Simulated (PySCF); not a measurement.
# Si (silicon, neutral): TPSS calculation

Configuration: [Ne] 3s2 3p2, high-spin 3P determinant. All numbers are calculated (PySCF 2.14, no relativity, point nucleus, in cc-pV(D+d)Z (4s3p2d, 23 functions)).

```json
{
 "Total energy": "-289.3865 hartree",
 "One-electron energy": "-400.5934 hartree",
 "Hartree (Coulomb) energy": "132.0303 hartree",
 "Exchange-correlation energy": "-20.8235 hartree",
 "Kinetic energy": "288.59532 hartree",
 "⟨S²⟩": "2.0048",
 "⟨L²⟩": "2.017",
 "Sum of ⟨r⟩": "14.35 bohr",
 "Sum of ⟨r²⟩": "31.21 bohr²",
 "Traceless quadrupole moment −½Σ⟨3z² − r²⟩ along its main axis": "3.25 e·bohr²",
 "Density at the nucleus (Gaussians lack the cusp)": "1720 bohr⁻³",
 "Spin density at the nucleus": "0.0967 bohr⁻³",
 "Langevin diamagnetic susceptibility": "-24.7 ×10⁻⁶ cm³/mol",
 "Time after the integrals": "0.19 s of wall time on 1 thread of Intel(R) Xeon(R) 6975P-C (shared host)"
}
```

```csv
shell,electrons,mean orbital energy (hartree),spread (hartree),"rms radius, mean of both spins (bohr)"
1s α,1,-65.73274,0,0.129
1s β,1,-65.72729,0,0.129
2s α,1,-5.14879,0,0.619
2s β,1,-5.14301,0,0.619
2p α,3,-3.52526,0.00640,0.604
2p β,3,-3.51742,0.01380,0.604
3s α,1,-0.42005,0,2.36
3s β,1,-0.35188,0,2.36
3p α,2,-0.17136,0,2.92
```
